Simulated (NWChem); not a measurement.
The numbers come from NWChem runs, not from measurements. System: BF, charge 0, spin multiplicity 1, at a geometry optimised with B3LYP/def2-SVP. The structure started from a generated list of species. Level: real-time TD-B3LYP/6-31G* (spherical d), VWN1-RPA local correlation.

Part of the output:

```
             Northwest Computational Chemistry Package (NWChem) 7.3.0
             --------------------------------------------------------

                                NWChem Input Module
                                -------------------

 Scaling coordinates for geometry "system" by  1.889725989
 (inverse scale =  0.529177249)

                              Geometry "system" -> ""
                              -----------------------

 Output coordinates in angstroms (scale by  1.889725989 to convert to a.u.)

  No.       Tag          Charge          X              Y              Z
 ---- ---------------- ---------- -------------- -------------- --------------
    1 B                    5.0000     0.00000000     0.00000000    -0.81227100
    2 F                    9.0000     0.00000000     0.00000000     0.45126200

 Effective nuclear repulsion energy (a.u.)      18.8463429170

            Nuclear Dipole moment (a.u.)
            ----------------------------
        X                 Y               Z
 ---------------- ---------------- ----------------
     0.0000000000     0.0000000000     0.0000056692


 Summary of "ao basis" -> "" (spherical)
 ------------------------------------------------------------------------------
       Tag                 Description            Shells   Functions and Types
 ---------------- ------------------------------  ------  ---------------------
 *                           6-31g*                   on all atoms

                                 NWChem DFT Module
                                 -----------------

 Summary of "ao basis" -> "ao basis" (spherical)
 ------------------------------------------------------------------------------
       Tag                 Description            Shells   Functions and Types
 ---------------- ------------------------------  ------  ---------------------
 B                           6-31g*                  6       14   3s2p1d
 F                           6-31g*                  6       14   3s2p1d

 Summary of "ao basis" -> "ao basis" (spherical)
 ------------------------------------------------------------------------------
       Tag                 Description            Shells   Functions and Types
 ---------------- ------------------------------  ------  ---------------------
 B                           6-31g*                  6       14   3s2p1d
 F                           6-31g*                  6       14   3s2p1d

  itol2e modified to match energy
  convergence criterion.
  tol_rho modified to match energy
  convergence criterion.

            General Information
            -------------------
          SCF calculation type: DFT
          Wavefunction type:  closed shell.
          No. of atoms     :     2
          No. of electrons :    14
           Alpha electrons :     7
            Beta electrons :     7
          Charge           :     0
          Spin multiplicity:     1
          Use of symmetry is: off; symmetry adaption is: off
          Maximum number of iterations: 100
          AO basis - number of functions:    28
                     number of shells:    12
          Convergence on energy requested:  1.00D-10
          Convergence on density requested:  1.00D-09
          Convergence on gradient requested:  1.00D-08

              XC Information
              --------------
                         B3LYP Method XC Potential
                     Hartree-Fock (Exact) Exchange  0.200
                        Slater Exchange Functional  0.800 local
                    Becke 1988 Exchange Functional  0.720 non-local
              Lee-Yang-Parr Correlation Functional  0.810
                  VWN I RPA Correlation Functional  0.190 local

             Grid Information
             ----------------
          Grid used for XC integration:  medium
          Radial quadrature: Mura-Knowles
          Angular quadrature: Lebedev.
          Tag              B.-S. Rad. Rad. Pts. Rad. Cut. Ang. Pts.
          ---              ---------- --------- --------- ---------
          B                   0.85       49           5.0       434
          F                   0.50       49           6.0       434
          Grid pruning is: on
          Number of quadrature shells:    98
[...]
          Schwarz screening/accCoul:  1.00D-11

 *************************
 * Closed-shell RT-TDDFT *
 *************************

 Geometry               Atoms      Basis func.   Nuc. charge          Nuc. dip. mom.
 -----------------------------------------------------------------------------------------
 *system               2 (100% )    28 (100% )     14.00        0.00      0.00      0.00

=============== Geometry Initialization ===============
  Active geometry: "system"
  No linear dependencies
  Number of atomic orbitals    = 28
  Number of molecular orbitals = 28
=======================================================

             System parameters
             -----------------
     No. atoms              : 2
     Wavefunction type      : restricted
     No. alpha electrons    : 7
     No. beta electrons     : 7
     Total no. electrons    : 14
     System charge          : 0

               2e integrals
               ------------
     tol2e for real part of Fock matrix:  1.0000E-11
     tol2e for imag part of Fock matrix:  1.0000E-13

                    Propagation parameters
                    ----------------------
     End time (tmax)       :  1.5000E+02 au =  3.6283E+00 fs
     Time step (dt)        :  2.0000E-01 au =  4.8378E-03 fs
     No. time steps (nt)   : 750
     Progagation method    : 2nd order Magnus w/ self-consistent interpolation
     Exponentiation method : Adaptive contractive power series

                        Tolerances
                        ----------
     Zero / comparison / check tolerance  :  1.0000E-08
     Series convergence tolerance         :  1.0000E-10
     Interpolation convergence tolerance  :  1.0000E-07
     Reqd no. zero terms in series        : 3
     Reqd no. zero terms in interpolation : 1

                Output and checking parameters
                ------------------------------
     Quantites to print : messages, dipole, field, energy, <S^2>
     No. print points   : 750 (once every 1 time steps)
     No. checks         : 10 (once every 75 time steps)
     No. restart points : 100 (once every 7 time steps)
     Checking level     : 1 (checkpoints only)
     Profiling          : No

 Dipole and quadrupole matrices
 ------------------------------
     Center of mass = ( 0.0000E+00,  0.0000E+00, -2.3256E-02)
     norm[D_x]  =  1.4044E+00
     norm[D_y]  =  1.4044E+00
     norm[D_z]  =  1.5350E+00
     norm[Q_xx] =  5.9171E+00
     norm[Q_xy] =  1.9724E+00
     norm[Q_xz] =  2.1557E+00
     norm[Q_yy] =  5.9171E+00
     norm[Q_yz] =  2.1557E+00
     norm[Q_zz] =  8.2732E+00

         Applied fields
         --------------

               "kick"
     Type            : delta
     Polarization    : z
     Field maximum   :  1.0000E-04 au =  5.1421E-02 V/nm

        Excitation rules
        ----------------
     Excite geometry "system" with "kick"

                             Closed shell propagation
                             ------------------------

****************************** WARNING ******************************
  Starting movecs not specified--trying SCF output:
   ./mol.movecs
*********************************************************************

     File name              : ./mol.movecs
     Job title              :
     Basis set name         : ao basis
     SCF type               : dft
     Atomic orbitals        : 28
     Molecular orbitals     : 28

   Vector      Occupation     Eigenvalue [au]
 --------------------------------------------
         1        2.00       -2.47720919E+01
         2        2.00       -6.83476662E+00
         3        2.00       -1.28645429E+00
         4        2.00       -6.06510728E-01
         5        2.00       -5.15159204E-01
         6        2.00       -5.15159204E-01
         7        2.00       -2.67565295E-01
         8        0.00       -2.13891898E-02
         9        0.00       -2.13891898E-02
        10        0.00        1.62327779E-01
        11        0.00        4.09009541E-01
        12        0.00        4.09009541E-01
        13        0.00        4.65696813E-01
        14        0.00        5.98193728E-01
        15        0.00        1.12048918E+00
        16        0.00        1.15951394E+00
        17        0.00        1.15951394E+00
        18        0.00        1.21846976E+00
        19        0.00        1.21846992E+00
        20        0.00        1.33284410E+00
        21        0.00        1.33284410E+00
        22        0.00        1.77762806E+00
        23        0.00        1.83811463E+00
        24        0.00        1.83811472E+00
        25        0.00        1.85578991E+00
        26        0.00        2.34990324E+00
        27        0.00        2.34990324E+00
        28        0.00        3.23343507E+00

kick      0.00000        ### Propagation started ###
kick      0.00000        ### Checks passed ###
kick      0.00000   0.000000000000E+000   0.000000000000E+000   1.000000000000E-004     # Applied E-field [system] (alpha spin)
kick      0.00000   0.000000000000E+000   0.000000000000E+000   1.000000000000E-004     # Applied E-field [system] (beta spin)
kick      0.00000   1.884634291703E+001     # Enuc
kick      0.00000  -2.090068519814E+002     # Ecore
kick      0.00000   7.998074790890E+001     # Ecoul
kick      0.00000  -1.447637645901E+001     # Exc(1)
kick      0.00000   0.000000000000E+000     # Exc(2)
kick      0.00000  -1.246561376145E+002     # Etot
kick      0.00000   1.136868377216E-013     # Eadded
kick      0.00000  -5.626387158081E-014   7.584495357770E-014   4.305897220091E-001     # Dipole moment [system]
kick      0.00000        ### Saved restart file ###
kick      0.00000   1.231807478241E-008     # Magnus interpol (matrix 1 of 1)
kick      0.00000                     2     # Magnus total interpolations
kick      0.20000   0.000000000000E+000   0.000000000000E+000   0.000000000000E+000     # Applied E-field [system] (alpha spin)
kick      0.20000   0.000000000000E+000   0.000000000000E+000   0.000000000000E+000     # Applied E-field [system] (beta spin)
kick      0.20000   1.884634291703E+001     # Enuc
kick      0.20000  -2.090068532632E+002     # Ecore
kick      0.20000   7.998074958844E+001     # Ecoul
kick      0.20000  -1.447637685624E+001     # Exc(1)
kick      0.20000   0.000000000000E+000     # Exc(2)
kick      0.20000  -1.246561376140E+002     # Etot
kick      0.20000   4.806395281776E-010     # Eadded
kick      0.20000  -5.613342609143E-014   7.600086472057E-014   4.305996235028E-001     # Dipole moment [system]
kick      0.20000   1.209125621848E-008     # Magnus interpol (matrix 1 of 1)
kick      0.20000                     2     # Magnus total interpolations
kick      0.40000   0.000000000000E+000   0.000000000000E+000   0.000000000000E+000     # Applied E-field [system] (alpha spin)
kick      0.40000   0.000000000000E+000   0.000000000000E+000   0.000000000000E+000     # Applied E-field [system] (beta spin)
kick      0.40000   1.884634291703E+001     # Enuc
...
kick     28.40000  -4.892437493563E-014   6.905385360789E-014   4.306116971453E-001     # Dipole moment [system]
kick     28.40000   6.443912070608E-011     # Magnus interpol (matrix 1 of 1)
kick     28.40000                     2     # Magnus total interpolations
kick     28.60000   0.000000000000E+000   0.000000000000E+000   0.000000000000E+000     # Applied E-field [system] (alpha spin)
kick     28.60000   0.000000000000E+000   0.000000000000E+000   0.000000000000E+000     # Applied E-field [system] (beta spin)
kick     28.60000   1.884634291703E+001     # Enuc
kick     28.60000  -2.090068317033E+002     # Ecore
kick     28.60000   7.998072288523E+001     # Ecoul
kick     28.60000  -1.447637171432E+001     # Exc(1)
kick     28.60000   0.000000000000E+000     # Exc(2)
kick     28.60000  -1.246561376153E+002     # Etot
kick     28.60000  -8.373319815291
```

Problem. Write an NWChem input that would produce this output.

Solution. This is not unique; one that fits is 
```
start mol
memory heap 200 mb stack 900 mb global 1100 mb
geometry "system" units angstroms nocenter noautoz noautosym
  B      0.000000     0.000000    -0.812271
  F      0.000000     0.000000     0.451262
end
set geometry "system"
basis spherical
  * library 6-31g*
end
dft
  xc b3lyp
  semidirect memsize 60000000 filesize 0
  iterations 100
  convergence energy 1e-10 density 1e-9 gradient 1e-8
  tolerances tight
end
task dft energy
rt_tddft
  tmax 150.0
  dt 0.2
  tag "kick"
  print dipole
  field "kick"
    type delta
    polarization z
    max 0.0001
  end
  excite "system" with "kick"
end
task dft rt_tddft
```
